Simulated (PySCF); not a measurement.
Two species compared at the same levels of theory.

First species: C4H7NSi.
Numbering: `[CH3:1][Si@@H:2]1[CH2:3][C@H:4]1[C:5]#[N:6]` (hydrogens: H7, H8, H9 on C1; H10 on Si2; H11, H12 on C3; H13 on C4)

Cartesian coordinates in Å at the GFN2-xTB level; atoms count from 1:
```xyz
13
C4H7NSi angstrom
C      2.1478    0.0984    0.0850
Si     0.4000   -0.0480    0.7855
C     -0.8624   -1.1021   -0.1232
C     -1.0339    0.4133   -0.3970
C     -2.1881    1.0268    0.1198
N     -3.1159    1.5290    0.5736
H      2.5610    1.0871    0.2627
H      2.1614   -0.0835   -0.9858
H      2.8108   -0.6223    0.5535
H      0.1971    0.2033    2.2013
H     -1.6801   -1.5530    0.4230
H     -0.5962   -1.6921   -0.9902
H     -0.8059    0.7437   -1.4046
```

Second species: C₄H₇NSi.
InChI=1S/C4H7NSi/c6-5-3-4-1-2-4/h1,3H,2H2,6H3/b5-3+

Levels: PBE0/def2-SVPD for dipole moment, HOMO energy, LUMO energy, HOMO–LUMO gap, static isotropic polarisability and electronic spatial extent ⟨r²⟩ about the centre of nuclear charge; TDDFT PBE0/def2-SVPD for lowest singlet excitation; TDA PBE0/def2-SVPD for lowest triplet excitation (Tamm–Dancoff); GFN2-xTB for rotational constant A and rotational constant C. Geometries: GFN2-xTB. Each structure is a single optimised conformer of the isolated species, non-relativistic unless stated; the electronic structure was computed with PySCF and density fitting.

Dipoles, sizes and rotational constants follow the conformer. The torsions of the flexible species, by atom-mapped SMILES:
- `[SiH3:1]/[N:2]=[CH:3]/[C:4]1=[CH:5][CH2:6]1`: N2–C3–C4–C5 -176°

```
                                                         property    column X   column Y
                                                    dipole moment      1.89 D     5.67 D
                                                      HOMO energy    -7.11 eV   -7.29 eV
                                                      LUMO energy    -1.95 eV   -0.17 eV
                                                    HOMO–LUMO gap     5.16 eV    7.12 eV
                                        lowest singlet excitation     3.39 eV    6.24 eV
                         lowest triplet excitation (Tamm–Dancoff)     2.83 eV    4.96 eV
                                  static isotropic polarisability     88.2 au    77.8 au
electronic spatial extent ⟨r²⟩ about the centre of nuclear charge  1054 bohr²  836 bohr²
                                            rotational constant A  13.775 GHz  7.265 GHz
                                            rotational constant C   1.092 GHz  1.493 GHz
```

Question: Which column belongs to which species?

Answer: Column X is the second species and column Y the first. The first has 13 atoms and 52 electrons, the second 13 and 52.

Question: How does each property change from the first species to the second?

Answer: dipole moment -3.78 D; HOMO energy +0.18 eV; LUMO energy -1.78 eV; HOMO–LUMO gap -1.96 eV; lowest singlet excitation -2.85 eV; lowest triplet excitation (Tamm–Dancoff) -2.13 eV; static isotropic polarisability +10.4 au; electronic spatial extent ⟨r²⟩ about the centre of nuclear charge +218 bohr²; rotational constant A +6.510 GHz; rotational constant C -0.401 GHz.

On the first: S1 lies 0.88 eV below the HOMO–LUMO gap; its leading configuration is HOMO→LUMO, weight 0.53, beside HOMO→LUMO+2, weight 0.35. The principal polarisabilities are 62.8, 69.2 and 101.3 au; their mean is the isotropic value.

On the second: No computed singlet falls in the visible range (750 to 380 nm, 1.65 to 3.26 eV); S1 lies 0.13 eV above its blue end. S1 lies 1.77 eV below the HOMO–LUMO gap; its leading configuration is HOMO→LUMO, weight 0.98.
